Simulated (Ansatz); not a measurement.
Cost and result for the atomization energy of C2H6BFO (`BC(F)CO`) (11 atoms, 10 bonds).

Cartesian coordinates in Å:
```
B 0.7210 -0.4912 -0.8121
C 0.4805 -0.3782 0.7765
F 0.0646 -1.5523 1.4014
C -0.7011 0.5252 0.5246
O -0.8873 0.1910 -0.8968
H 0.6880 -1.5579 -1.3523
H 1.4257 0.3618 -1.2906
H 1.2547 0.0650 1.4045
H -1.6115 0.2762 1.0702
H -0.4634 1.5851 0.6220
H -0.9711 0.9754 -1.4475
```

Total charge 0; spin multiplicity 1. Geometry: relaxed with PBE0-D4/def2-TZVP. It is one conformer, not always the lowest. Program: Ansatz. All runs use 4 threads of an Arm Neoverse V1 on a shared host. Times are those of one run each, without the atoms' runs, and a repeat can differ threefold. Electronic energies, without spin–orbit coupling; frozen cores. CCSD(T)/CBS adds CCSD(T) − MP2 in def2-TZVPP to the MP2 limit, and its time is that of the two runs behind it. T1 = 0.011. HSE06 is the plane-wave form, built on full-range PBE exchange.

CCSD(T)/CBS is a level of theory with its own doubt, some kJ/mol a heavy atom from the limit and from the frozen cores, so smaller differences don't rank the functionals.

```json
{"level": "LDA (SPW92)/def2-TZVPP", "functions": "239", "wall time": "1.1 s"}
{"level": "revPBE-D4/def2-TZVPP", "functions": "239", "wall time": "1.9 s"}
{"level": "PBE-D4/def2-TZVPP (with forces)", "functions": "239", "wall time": "2.4 s"}
{"level": "HSE06-D4/def2-TZVPP", "functions": "239", "wall time": "2.7 s"}
{"level": "CAM-B3LYP-D4/def2-TZVPP", "functions": "239", "wall time": "2.7 s"}
{"level": "r2SCANh-D4/def2-TZVPP", "functions": "239", "wall time": "4.2 s"}
{"level": "CCSD(T)/def2-SVP", "functions": "100", "wall time": "5 s"}
{"level": "ωB97X-V/def2-TZVPP", "functions": "239", "wall time": "7 s"}
{"level": "B97M-V/def2-TZVPP", "functions": "239", "wall time": "9 s"}
{"level": "ωB97M-V/def2-TZVPP (with forces)", "functions": "239", "wall time": "10 s"}
{"level": "MP2/def2-QZVPP", "functions": "465", "wall time": "22 s"}
{"level": "CCSD(T)/def2-TZVPP", "functions": "239", "wall time": "2.4 min"}
{"level": "CCSD(T)/CBS(def2)", "functions": "–", "wall time": "2.8 min"}
```

What atomization energy does each give, and how far from CCSD(T)/CBS? (An estimate is asked.)

Ansatz gave: 
| level | atomization (kJ/mol) | difference from CCSD(T)/CBS | per bond |
| --- | --- | --- | --- |
| LDA (SPW92)/def2-TZVPP | 4805.1 | 677.8 | 67.8 |
| revPBE-D4/def2-TZVPP | 4127.0 | -0.3 | 0.0 |
| PBE-D4/def2-TZVPP (with forces) | 4242.9 | 115.6 | 11.6 |
| HSE06-D4/def2-TZVPP | 4158.1 | 30.8 | 3.1 |
| CAM-B3LYP-D4/def2-TZVPP | 4165.1 | 37.8 | 3.8 |
| r2SCANh-D4/def2-TZVPP | 4124.8 | -2.5 | -0.2 |
| CCSD(T)/def2-SVP | 3942.7 | -184.6 | -18.5 |
| ωB97X-V/def2-TZVPP | 4146.1 | 18.8 | 1.9 |
| B97M-V/def2-TZVPP | 4134.1 | 6.8 | 0.7 |
| ωB97M-V/def2-TZVPP (with forces) | 4156.2 | 28.9 | 2.9 |
| MP2/def2-QZVPP | 4172.0 | 44.7 | 4.5 |
| CCSD(T)/def2-TZVPP | 4029.5 | -97.8 | -9.8 |
| CCSD(T)/CBS(def2) | 4127.3 | 0.0 | 0.0 |

From r2SCAN to r2SCAN0 (25 % exact exchange), in def2-TZVPP and without D4, the atomization energy moves by −72.1 kJ/mol: exact exchange takes away binding that semilocal exchange gives to molecules. Leaving LDA and LC-ωPBE aside and taking each functional with its dispersion term where it has one, the values, not all of them listed here, spread over 245.9 kJ/mol, from BHLYP-D4 to PBE-D4. LDA lies +579.7 kJ/mol from PBE without D4, its usual overbinding. In def2-TZVPP, CCSD(T) changes the Hartree–Fock value by +1031.3 kJ/mol (the triples alone add +61.7 kJ/mol) and MP2 by +1116.5 kJ/mol; breaking electron pairs costs correlation energy, which Hartree–Fock lacks.
